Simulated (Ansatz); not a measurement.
2 `BCl` → `[BH2-]1[Cl+][BH2-][Cl+]1` at 600 K and 1 bar (dimerisation).

Isolated molecules relaxed with PBE0-D4/def2-TZVP in Ansatz; ΔE leaves out vibrations. CCSD(T)/CBS is extrapolated from def2-TZVPP and def2-QZVPP, frozen cores.

| species | CCSD(T)/CBS energy (Eh) | H − E (kJ/mol) | S (J/(mol·K)) |
| --- | --- | --- | --- |
| `BCl` | -485.78748 | 80.5 | 267.8 |
| `[BH2-]1[Cl+][BH2-][Cl+]1` | -971.58442 | 172.9 | 378.3 |

H − E and S are ideal-gas, rigid-rotor, harmonic terms from PBE0-D4/def2-TZVP. 1 Eh = 2625.50 kJ/mol, R = 8.31446 J/(mol·K).

Problem. By hand: ΔE, ΔH, ΔS and ΔG.

Solution. ΔE = (-971.58442) − 2 × (-485.78748) = -0.00946 Eh = -24.8 kJ/mol. Δ(H − E) = 172.9 − 2 × 80.5 = 11.9, so ΔH = -12.9 kJ/mol. ΔS = 378.3 − 2 × 267.8 = -157.3 J/(mol·K). ΔG = -12.9 − 600 × (-157.3)/1000 = 81.5 kJ/mol.

Problem. By hand: the equilibrium constant, and the temperature at which ΔG would vanish if ΔH and ΔS stayed fixed.

Solution. log₁₀ K = −ΔG/(RT ln 10) = -7.1. ΔG = 0 at ΔH/ΔS = 82 K.

The number of gas molecules changes by -1, which sets the sign of ΔS. A doubt of 5 kJ/mol in ΔE shifts log₁₀ K by 0.4 here. These are equilibria of isolated gas molecules and say nothing of rates. Largest T1 diagnostic: 0.012 (customary marks: 0.02 for closed shells, 0.045 for open ones).
